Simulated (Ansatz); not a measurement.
One change: `C[SiH](N)O[SiH3]` becomes `C[SiH](N)Br`.

Ansatz, PBE0-D4/def2-TZVP geometries, multiplicity 1. Each molecule was computed in one conformer, which needn't be the lowest.

Scalar relativity is left out up to krypton. Spin–orbit coupling is left out; it splits and shifts lone-pair levels of the heavy atoms by tenths of an eV.

```
                                        property  `C[SiH](N)O[SiH3]`
           HOMO energy (ωB97M-V/def2-TZVPP) / eV              -10.08
size of the dipole moment (B3LYP/def2-TZVPP) / D                1.44
              HOMO energy (PBE0/def2-TZVPP) / eV               -7.65
            HOMO–LUMO gap (PBE0/def2-TZVPP) / eV                8.02
           HOMO–LUMO gap (B3LYP/def2-TZVPP) / eV                7.52
         HOMO–LUMO gap (ωB97M-V/def2-TZVPP) / eV               12.00
```

(1) Give the same properties after the change, and the shifts. (Estimate.)

Results:

(1) Ansatz gave: 
```
                                        property  `C[SiH](N)Br`  shift
           HOMO energy (ωB97M-V/def2-TZVPP) / eV          -9.99   0.09
size of the dipole moment (B3LYP/def2-TZVPP) / D           2.17   0.73
              HOMO energy (PBE0/def2-TZVPP) / eV          -7.71  -0.06
            HOMO–LUMO gap (PBE0/def2-TZVPP) / eV           8.38   0.36
           HOMO–LUMO gap (B3LYP/def2-TZVPP) / eV           7.81   0.29
         HOMO–LUMO gap (ωB97M-V/def2-TZVPP) / eV          12.12   0.12
```

With PBE0 the HOMO falls by 0.06 eV and the LUMO rises by 0.30 eV, so the gap widens by about 0.36 eV. PBE moves the HOMO by -0.15 eV and ωB97M-V by 0.09 eV. Dipoles are sizes alone; their direction can turn.

B3LYP here is the variant with VWN-RPA as its local correlation; programs differ in this.
